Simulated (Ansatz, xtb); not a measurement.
Ligand exchange: C3H10BN + C2H6OSi → C3H9BO + C2H7NSi

Species: C3H10BN `CC(C)BN`, singlet; C2H6OSi `C=C[SiH2]O`, singlet; C3H9BO `CC(C)BO`, singlet; C2H7NSi `C=C[SiH2]N`, singlet. The partners trade NH2 for OH: B–NH2 and Si–OH bonds give way to B–OH and Si–NH2.

Shapes, held fixed at every level: PBE0-D4/def2-TZVP. Flexible molecules stand in one conformer, not always the lowest. Programs: Ansatz 0.2.0, xtb 6.7.1. The zero-point and thermal change to 298 K, harmonic and unscaled (PBE0-D4/def2-TZVP), is -1.5 kJ/mol.

```
               level                    kind  ΔH(298 K) (kJ/mol)  less CCSD(T)/CBS estimate
            GFN1-xTB          semi-empirical               +88.7                      +49.7
         HF/def2-SVP            Hartree–Fock               +30.0                       -9.0
   PBE-D4/def2-TZVPP                     GGA               +37.7                       -1.3
  PBE0-D4/def2-TZVPP           global hybrid               +38.0                       -1.0
  wB97X-V/def2-TZVPP  range-separated hybrid               +37.8                       -1.2
    CCSD(T)/def2-SVP   coupled cluster or CI               +31.4                       -7.6
       CCSD/def2-SVP   coupled cluster or CI               +31.5                       -7.5
  CCSD(T)/def2-TZVPP   coupled cluster or CI               +39.1                       +0.1
CCSD(T)/CBS estimate   coupled cluster or CI               +39.0                        0.0
```

The highest level, CCSD(T)/CBS estimate, gives ΔH(298 K) = +39.0 kJ/mol; the levels span +30.0 to +88.7. The column of differences is taken from that level and isn't an error. No measured value is set beside it here. The CBS estimate extrapolates MP2 from def2-TZVPP and def2-QZVPP and adds CCSD(T) − MP2 in the triple-zeta set, cores frozen.
